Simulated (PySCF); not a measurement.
Electronic structure of Pr (praseodymium, neutral) at the PBE0 level

Configuration: [Xe] 4f4 6s1, one real determinant (an excited configuration). All numbers are calculated (PySCF 2.14, the spin-free X2C one-electron Hamiltonian (Gaussian nucleus), in x2c-TZVPPall).

```
Total energy                                                  : -9236.02 hartree
One-electron energy                                           : -12623.04 hartree
Hartree (Coulomb) energy                                      : 3605.86 hartree
Exchange-correlation energy                                   : -218.84 hartree
⟨S²⟩                                                          : 8.7512
⟨L²⟩                                                          : 34.005
Sum of ⟨r⟩                                                    : 42.35 bohr
Sum of ⟨r²⟩                                                   : 79.59 bohr²
Traceless quadrupole moment −½Σ⟨3z² − r²⟩ along its main axis : 0.00743 e·bohr²
Langevin diamagnetic susceptibility                           : -63.0 ×10⁻⁶ cm³/mol
Time after the integrals                                      : of the order of 11 core-seconds
```

```tsv
shell	electrons	mean orbital energy (eV)	spread (eV)	rms radius, mean of both spins (bohr)
1s α	1	-41829.3	0	0.0275
1s β	1	-41829.3	0	0.0275
2s α	1	-6751.0	0	0.112
2s β	1	-6751.0	0	0.112
2p α	3	-6045.9	0.032	0.0997
2p β	3	-6045.9	0.033	0.0997
3s α	1	-1461.9	0	0.291
3s β	1	-1461.0	0	0.291
3p α	3	-1236.6	0.148	0.290
3p β	3	-1235.6	0.200	0.290
3d α	5	-916.34	0.103	0.268
3d β	5	-915.46	0.248	0.268
4s α	1	-290.30	0	0.662
4s β	1	-287.47	0	0.662
4p α	3	-216.02	0.211	0.704
4p β	3	-213.02	0.368	0.704
4d α	5	-108.33	0.286	0.788
4d β	5	-104.85	0.603	0.788
5s α	1	-37.097	0	1.64
5s β	1	-35.123	0	1.64
5p α	3	-19.180	0.099	1.97
5p β	3	-17.545	0.186	1.97
6s α	1	-2.908	0	5.51
4f α	4	2.297	0.587	1.50
```

⟨L²⟩ = 34.00 against 42 for a pure I term, so this real determinant mixes terms. Spin-orbit coupling, absent here, splits the open shell strongly. At PBE0 the highest occupied level has a positive energy, so only the finite basis holds that electron; for this excited configuration the basis is too tight for the outer shell.

Densities and radii are taken from the X2C orbitals without a picture-change correction, which distorts them close to the nucleus.
